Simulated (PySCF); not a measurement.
# Radial density of Cu²⁺ (copper, charge +2)

TPSSh, [Ar] 3d8 4s1, 4s spin antiparallel (an excited configuration). Calculation: PySCF 2.14, in aug-cc-pVDZ-DK (7s6p4d2f, 59 functions); scalar relativity by spin-free X2C-1e.

```
r (bohr)  4πr²ρ (e/bohr)  4πr²(ρα − ρβ)
0.000925          0.2730        -0.0002
 0.00156          0.6815        -0.0004
 0.00262           1.665        -0.0010
 0.00440           3.923        -0.0024
 0.00740           8.706        -0.0053
  0.0125           17.36        -0.0102
  0.0209           28.81        -0.0152
  0.0352           35.38        -0.0122
  0.0593           30.23         0.0050
  0.0997           30.35         0.0208
   0.168           40.32         0.1740
   0.282           23.52         0.9860
   0.474           20.01         2.1177
   0.798           17.74         1.9434
    1.34           4.297         0.2838
    2.26          0.8025        -0.4467
    3.80         0.08598        -0.0822
    6.39       9.107e-05        -0.0001
    10.7       4.240e-05         0.0000
```

Densities and radii are taken from the X2C orbitals without a picture-change correction, which distorts them close to the nucleus.

With the s spin flipped the determinant is a mixture of two multiplicities, not a spectroscopic state.
